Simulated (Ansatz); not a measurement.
**Nudged elastic band run: ClH$_{7}$OSi$_{3}$**

input.yaml

```yaml
crystal:
  periodic: [false, false, false]
  atoms:
    - { symbol: O, position_ang: [-1.564358, 2.345942, 1.381075] }
    - { symbol: Si, position_ang: [-0.835452, 0.788129, 1.25709] }
    - { symbol: Si, position_ang: [0.182147, 0.373268, -0.732382] }
    - { symbol: Si, position_ang: [1.214377, -1.638581, -0.723777] }
    - { symbol: Cl, position_ang: [2.098689, -2.050208, -2.606582] }
    - { symbol: H, position_ang: [-2.324717, 2.320411, 0.694947] }
    - { symbol: H, position_ang: [0.138422, 0.753209, 2.324971] }
    - { symbol: H, position_ang: [-1.805801, -0.26526, 1.5064] }
    - { symbol: H, position_ang: [1.163992, 1.389926, -1.035788] }
    - { symbol: H, position_ang: [-0.783894, 0.381457, -1.808585] }
    - { symbol: H, position_ang: [0.304495, -2.736117, -0.467563] }
    - { symbol: H, position_ang: [2.289, -1.717278, 0.244093] }
basis:
  gaussian: { orbitals: STO-3G }
hamiltonian:
  xc: b3lyp
  dispersion: d4
neb:
  order_check: false
  images: 5
  f_tol: 0.05
  max_iterations: 60
  final_atoms:
    - { symbol: O, position_ang: [-1.27554183, 1.99750255, 1.30056153] }
    - { symbol: Si, position_ang: [-1.50833163, 0.02381571, 1.10798863] }
    - { symbol: Si, position_ang: [-0.12077777, 0.0491258, -0.75685175] }
    - { symbol: Si, position_ang: [1.35085616, -1.66487794, -0.81146036] }
    - { symbol: Cl, position_ang: [2.53003408, -1.6868174, -2.58655575] }
    - { symbol: H, position_ang: [-2.08089872, 2.46014036, 0.88159909] }
    - { symbol: H, position_ang: [-0.33019399, -0.10213976, 2.00826478] }
    - { symbol: H, position_ang: [-1.39677902, 2.24175815, 2.28241112] }
    - { symbol: H, position_ang: [0.6869905, 1.25092389, -0.86268376] }
    - { symbol: H, position_ang: [-0.82656816, -0.01193125, -2.02097383] }
    - { symbol: H, position_ang: [0.72867578, -2.97359742, -0.77487254] }
    - { symbol: H, position_ang: [2.3194346, -1.63900469, 0.26647184] }
  initial_path:
    images:
      - { positions_ang: [[-1.564358, 2.345942, 1.381075], [-0.835452, 0.788129, 1.25709], [0.182147, 0.373268, -0.732382], [1.214377, -1.638581, -0.723777], [2.098689, -2.050208, -2.606582], [-2.324717, 2.320411, 0.694947], [0.138422, 0.753209, 2.324971], [-1.805801, -0.26526, 1.5064], [1.163992, 1.389926, -1.035788], [-0.783894, 0.381457, -1.808585], [0.304495, -2.736117, -0.467563], [2.289, -1.717278, 0.244093]] }
      - { positions_ang: [[-1.57473016, 2.217626, 1.34146682], [-0.84457942, 0.70791036, 1.20440853], [0.18887859, 0.37679078, -0.80046337], [1.24709538, -1.6448799, -0.74121426], [2.150999, -2.075223, -2.5770438], [-2.41152132, 2.22526144, 0.79941748], [0.13496479, 0.63903047, 2.29162873], [-1.78144859, 0.12451272, 1.65521952], [1.18693223, 1.42484485, -1.04181825], [-0.77085563, 0.40368412, -1.88006737], [0.27665895, -2.73986827, -0.49737103], [2.2745062, -1.71479156, 0.27973599]] }
      - { positions_ang: [[-1.58510232, 2.08931, 1.30185864], [-0.85370685, 0.62769171, 1.15172707], [0.19561018, 0.38031355, -0.86854473], [1.27981376, -1.6511788, -0.75865153], [2.203309, -2.100238, -2.5475056], [-2.49832565, 2.13011189, 0.90388796], [0.13150758, 0.52485193, 2.25828646], [-1.75709618, 0.51428544, 1.80403904], [1.20987245, 1.4597637, -1.0478485], [-0.75781726, 0.42591123, -1.95154974], [0.24882289, -2.74361953, -0.52717907], [2.26001239, -1.71230513, 0.31537899]] }
      - { positions_ang: [[-1.59547448, 1.960994, 1.26225047], [-0.86283427, 0.54747307, 1.0990456], [0.20234177, 0.38383633, -0.9366261], [1.31253214, -1.6574777, -0.77608879], [2.255619, -2.12525299, -2.5179674], [-2.58512997, 2.03496233, 1.00835844], [0.12805037, 0.4106734, 2.22494419], [-1.73274377, 0.90405817, 1.95285856], [1.23281268, 1.49468255, -1.05387875], [-0.74477888, 0.44813835, -2.0230321], [0.22098684, -2.7473708, -0.5569871], [2.24551859, -1.70981869, 0.35102198]] }
      - { positions_ang: [[-1.48883027, 1.97316351, 1.27502082], [-1.07800006, 0.37292061, 1.10202661], [0.09463526, 0.27226615, -0.87670132], [1.32530681, -1.65994445, -0.78787931], [2.34709069, -1.97910779, -2.54083018], [-2.41705289, 2.17668834, 0.96610533], [-0.02469775, 0.23973568, 2.15271772], [-1.62075552, 1.34995816, 2.06270942], [1.05087196, 1.41342966, -0.99014709], [-0.77204198, 0.29478182, -2.02234601], [0.39021648, -2.82277967, -0.62961558], [2.27015726, -1.68621402, 0.3228386]] }
      - { positions_ang: [[-1.38218605, 1.98533303, 1.28779118], [-1.29316584, 0.19836816, 1.10500762], [-0.01307126, 0.16069598, -0.81677653], [1.33808148, -1.6624112, -0.79966984], [2.43856239, -1.8329626, -2.56369297], [-2.24897581, 2.31841435, 0.92385221], [-0.17744587, 0.06879796, 2.08049125], [-1.50876727, 1.79585816, 2.17256027], [0.86893123, 1.33217678, -0.92641543], [-0.79930507, 0.14142528, -2.02165992], [0.55944613, -2.89818855, -0.70224406], [2.29479593, -1.66260935, 0.29465522]] }
      - { positions_ang: [[-1.27554183, 1.99750255, 1.30056153], [-1.50833163, 0.02381571, 1.10798863], [-0.12077777, 0.0491258, -0.75685175], [1.35085616, -1.66487794, -0.81146036], [2.53003408, -1.6868174, -2.58655575], [-2.08089872, 2.46014036, 0.88159909], [-0.33019399, -0.10213976, 2.00826478], [-1.39677902, 2.24175815, 2.28241112], [0.6869905, 1.25092389, -0.86268376], [-0.82656816, -0.01193125, -2.02097383], [0.72867578, -2.97359742, -0.77487254], [2.3194346, -1.63900469, 0.26647184]] }
```

Launched with:

```bash
$ ansatz run input.yaml --threads 1 --pin off --max-ram 2048MiB --backend cpu --events-out ev --progress --plain --runs-dir out
```

Output, in part (warnings, iteration lines, the closing report on the highest movable image, with atoms numbered from 0):

```
NEB end point (image 0): max|allowed force component| = 3.178e-3 eV/Å (the criterion of neb.relax_end_points is 1.000e-2)
NEB end point (image 6): max|allowed force component| = 8.804e-3 eV/Å (the criterion of neb.relax_end_points is 1.000e-2)
NEB iter   1: max|band force component| = 1.383e1 eV/Å  barrier→ = 6.5538 eV  barrier← = 4.1293 eV  Δτ_max = 0.2000 Å  (151 SCF iters)
NEB iter   2: max|band force component| = 6.288e0 eV/Å  barrier→ = 4.3791 eV  barrier← = 1.9546 eV  Δτ_max = 0.1991 Å  (119 SCF iters)
NEB iter   3: max|band force component| = 2.611e0 eV/Å  barrier→ = 3.6306 eV  barrier← = 1.2061 eV  Δτ_max = 0.1965 Å  (123 SCF iters)
NEB iter   4: max|band force component| = 8.805e-1 eV/Å  barrier→ = 3.2064 eV  barrier← = 0.7819 eV  Δτ_max = 0.1694 Å  (121 SCF iters)
NEB iter   5: max|band force component| = 5.325e-1 eV/Å  barrier→ = 2.9637 eV  barrier← = 0.5392 eV  Δτ_max = 0.1384 Å  (120 SCF iters)
NEB iter   6: max|band force component| = 5.538e-1 eV/Å  barrier→ = 2.8211 eV  barrier← = 0.3965 eV  Δτ_max = 0.0706 Å  (120 SCF iters)
NEB iter   7: max|band force component| = 2.753e0 eV/Å  barrier→ = 2.7878 eV  barrier← = 0.3632 eV  CI = image 3  Δτ_max = 0.1395 Å  (119 SCF iters)
NEB iter   8: max|band force component| = 1.483e0 eV/Å  barrier→ = 3.3174 eV  barrier← = 0.8929 eV  CI = image 3  Δτ_max = 0.1530 Å  (127 SCF iters)
NEB iter   9: max|band force component| = 4.603e-1 eV/Å  barrier→ = 3.4140 eV  barrier← = 0.9894 eV  CI = image 3  Δτ_max = 0.1190 Å  (123 SCF iters)
NEB iter  10: max|band force component| = 2.733e-1 eV/Å  barrier→ = 3.3724 eV  barrier← = 0.9479 eV  CI = image 3  Δτ_max = 0.1168 Å  (122 SCF iters)
NEB iter  11: max|band force component| = 1.716e-1 eV/Å  barrier→ = 3.3570 eV  barrier← = 0.9325 eV  CI = image 3  Δτ_max = 0.0628 Å  (121 SCF iters)
NEB iter  12: max|band force component| = 1.039e-1 eV/Å  barrier→ = 3.3523 eV  barrier← = 0.9278 eV  CI = image 3  Δτ_max = 0.0757 Å  (118 SCF iters)
NEB iter  13: max|band force component| = 6.229e-2 eV/Å  barrier→ = 3.3517 eV  barrier← = 0.9272 eV  CI = image 3  Δτ_max = 0.0164 Å  (118 SCF iters)
NEB iter  14: max|band force component| = 2.160e-2 eV/Å  barrier→ = 3.3514 eV  barrier← = 0.9269 eV  CI = image 3  Δτ_max = 0.0000 Å  (219 SCF iters)
Total energy: -37877.20113024 eV, -1391.9614674473 hartree
Atom 0 at    -1.432555     2.179163     1.517431 Å, force     0.007777     0.005372     0.008586 eV/Å
Atom 1 at    -1.046523     0.308782     1.330392 Å, force    -0.020500    -0.001205    -0.010640 eV/Å
Atom 2 at     0.009659     0.157401    -0.691100 Å, force    -0.002882    -0.007573     0.003786 eV/Å
Atom 3 at     1.341651    -1.664565    -0.819522 Å, force    -0.001407     0.005893    -0.003983 eV/Å
Atom 4 at     2.360217    -1.745093    -2.680413 Å, force    -0.001107    -0.000832    -0.000117 eV/Å
Atom 5 at    -1.808709     2.442094     0.594557 Å, force    -0.003046    -0.003178    -0.002126 eV/Å
Atom 6 at     0.067007     0.266198     2.278146 Å, force    -0.002530     0.001873     0.002919 eV/Å
Atom 7 at    -2.281793     1.195135     1.776452 Å, force     0.017012    -0.002262    -0.003740 eV/Å
Atom 8 at     0.822641     1.328052    -0.954796 Å, force     0.003298     0.000311     0.003768 eV/Å
Atom 9 at    -0.937338     0.078513    -1.782047 Å, force    -0.000229     0.000084    -0.000621 eV/Å
Atom 10 at     0.604792    -2.908370    -0.727392 Å, force     0.002764    -0.004110     0.003364 eV/Å
Atom 11 at     2.377852    -1.692412     0.192190 Å, force     0.000850     0.005627    -0.001196 eV/Å
Dipole moment:    -0.654802     0.263335     0.454965 e Å
```

The run converged. Neighbouring images differ by up to 2.9 eV, so the band resolves the path poorly. A vibrational analysis at the climbing image gives one clearly imaginary mode, 1240i cm⁻¹: a first-order saddle point. The orbitals stay closed-shell, which can raise the energy where a bond breaks towards radicals; this wasn't checked here. Limits of this set-up: minimal basis.

Final band (atoms are numbered from 1 in the order of the input):

| image | path coordinate (Å) | energy (eV) | Si2–H8 (Å) | O1–H8 (Å) |
| --- | --- | --- | --- | --- |
| 0 | 0.00 | 0.00 | 1.45 | 2.63 |
| 1 | 0.92 | 0.01 | 1.45 | 2.63 |
| 2 | 1.84 | 0.50 | 1.44 | 2.30 |
| 3 | 2.76 | 3.35 | 1.58 | 1.33 |
| 4 | 3.71 | 2.49 | 2.44 | 1.02 |
| 5 | 4.67 | 2.43 | 2.51 | 1.02 |
| 6 | 5.62 | 2.42 | 2.51 | 1.02 |

The run took 4.3 min on 1 thread of Intel(R) Xeon(R) Processor @ 2.70GHz, with other jobs on the host, peak memory 0.15 GiB.
